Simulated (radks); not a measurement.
Pr II, configuration [Xe] 4f3 6s1.

Calculated with a radial shooting solver on a logarithmic mesh with Libxc functionals: scalar-relativistic Kohn-Sham, r2SCAN, spin-unpolarised, spherical densities, finite nucleus; meta-GGA in the generalised Kohn-Sham scheme; Fermi nuclear charge, rms radius 4.8919 fm.

Energy parts (eV):
part                      energy
total                 -251370.57
kinetic                266965.63
electron-nucleus      -609471.28
Hartree                 97016.11
exchange-correlation    -5881.03

Orbitals (lengths in bohr, moments of r in powers of bohr; r(max) is where P^2 peaks):
\begin{tabular}{lrrrrr}
orbital & occ. & eigenvalue (eV) & <r^2> & r(max) & <r^4> \\ \hline
1s & 2 & -41886.51 & 0.0007899 & 0.01541 & 1.648e-06 \\
2s & 2 & -6763.185 & 0.01253 & 0.08721 & 0.0002700 \\
2p & 6 & -6048.880 & 0.01001 & 0.07028 & 0.0001985 \\
3s & 2 & -1471.165 & 0.08445 & 0.2487 & 0.01080 \\
3p & 6 & -1243.638 & 0.08457 & 0.2436 & 0.01131 \\
3d & 10 & -924.4575 & 0.07215 & 0.2008 & 0.009359 \\
4s & 2 & -300.3611 & 0.4375 & 0.5791 & 0.2783 \\
4p & 6 & -225.6248 & 0.4944 & 0.6044 & 0.3661 \\
4d & 10 & -118.3791 & 0.6148 & 0.6356 & 0.6201 \\
4f & 3 & -6.6203 & 1.930 & 0.6912 & 13.51 \\
5s & 2 & -46.1140 & 2.577 & 1.357 & 9.818 \\
5p & 6 & -28.1046 & 3.508 & 1.535 & 19.05 \\
6s & 1 & -7.9415 & 19.68 & 3.747 & 566.4 \\
\end{tabular}

The highest occupied level is 4f at -6.620 eV. The electron density at the nucleus is 4.334e+05 e/bohr^3 (large components only). For comparison, the ionisation energy in NIST's Atomic Spectra Database is 10.63 eV (semi-empirical). In exact Kohn-Sham theory the highest level is minus the ionisation energy, but local and semilocal functionals leave it too shallow, through self-interaction and a potential that decays too fast; potentials with the right tail come closer.

Beside tabulated values, note that spin-unpolarised runs miss the spin-polarisation part of the exchange energy of open shells.
